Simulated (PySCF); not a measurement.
Si(GeH3)3(OH), SMILES [GeH3][Si]([GeH3])([GeH3])O (H10Ge3OSi), GFN2-xTB optimised geometry.

```
15

O      0.07     1.49     0.04
Si    -1.25     0.52     0.00
Ge    -0.25    -1.59     0.00
Ge    -2.50     0.95    -1.95
Ge    -2.60     0.90     1.90
H      0.01     2.44     0.05
H      1.25    -1.59     0.00
H     -0.62    -2.44     1.18
H     -0.62    -2.44    -1.18
H     -2.06     2.15    -2.75
H     -3.96     1.21    -1.71
H     -2.52    -0.16    -2.97
H     -2.22     2.11     2.72
H     -4.05     1.14     1.59
H     -2.63    -0.21     2.90
```

Density from B3LYP/def2-TZVP (PySCF 2.14.0) at that geometry.

Minimum of the electron density along straight lines between bonded atoms, close to the bond critical point (lines longer than 1.1 times the sum of covalent radii, or with two minima, are not listed):

```tsv
bond	length / Å	ρ at the minimum / e bohr⁻³	∇²ρ there / e bohr⁻⁵	position (fraction from the first atom)
O1–Si2	1.632	0.140	?	0.59
Si2–Ge3	2.338	0.097	-0.16	0.46
Si2–Ge4	2.358	0.094	-0.16	0.45
Si2–Ge5	2.358	0.094	-0.16	0.45
O1–H6	0.955	?	?	0.81
Ge3–H7	1.496	0.141	0.09	0.60
Ge3–H8	1.502	0.140	0.10	0.60
Ge3–H9	1.502	0.139	0.10	0.60
Ge4–H10	1.505	0.138	0.10	0.60
Ge4–H11	1.502	0.139	0.10	0.60
Ge4–H12	1.500	0.140	0.09	0.60
Ge5–H13	1.505	0.138	0.10	0.60
Ge5–H14	1.502	0.139	0.10	0.60
Ge5–H15	1.500	0.140	0.09	0.60
```

Question: Complete the blanks.

Answer: 
- O1–Si2, ∇²ρ there / e bohr⁻⁵: 0.87
- O1–H6, ρ at the minimum / e bohr⁻³: 0.361
- O1–H6, ∇²ρ there / e bohr⁻⁵: -2.48
